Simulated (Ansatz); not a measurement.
Computed with Ansatz.

C$_{2}$H$_{6}$BO$_{2}$, SMILES `CO[B]OC` radical at its PBE0-D4/def2-TZVP geometry, where that method's forces vanish. Charge 0, multiplicity 2.

```tsv
atom	x (Å)	y (Å)	z (Å)
C1	-0.752	-2.220	-0.579
O2	-0.326	-0.913	-0.907
B3	-0.003	-0.007	0.027
O4	0.400	1.226	-0.316
C5	0.748	2.203	0.642
H6	-1.743	-2.385	-1.005
H7	-0.793	-2.368	0.503
H8	-0.056	-2.939	-1.016
H9	0.093	3.068	0.519
H10	0.651	1.818	1.660
H11	1.780	2.515	0.471
```

**Question.** For each bond, give half the difference of the two atoms' forces along it (eV/Å; positive pushes the atoms apart) under PBE-D4, r2SCAN-D4, B3LYP-D4, ωB97M-V in def2-TZVPP. (Best estimate.)

**Answer.** The calculation gave: 
| bond | length (Å) | PBE-D4 | r2SCAN-D4 | B3LYP-D4 | ωB97M-V |
| --- | --- | --- | --- | --- | --- |
| C1–O2 | 1.413 | 0.24 | 0.27 | 0.29 | 0.28 |
| C1–H6 | 1.092 | 0.07 | -0.07 | -0.11 | -0.12 |
| C1–H7 | 1.093 | 0.08 | -0.06 | -0.08 | -0.11 |
| C1–H8 | 1.092 | 0.07 | -0.07 | -0.11 | -0.12 |
| O2–B3 | 1.341 | 0.21 | 0.10 | -0.07 | -0.03 |
| B3–O4 | 1.341 | 0.21 | 0.10 | -0.07 | -0.03 |
| O4–C5 | 1.413 | 0.24 | 0.27 | 0.29 | 0.28 |
| C5–H9 | 1.092 | 0.07 | -0.07 | -0.11 | -0.12 |
| C5–H10 | 1.093 | 0.08 | -0.06 | -0.08 | -0.11 |
| C5–H11 | 1.092 | 0.07 | -0.07 | -0.11 | -0.12 |

B3LYP here is the variant with VWN-RPA as its local correlation; programs differ in this.
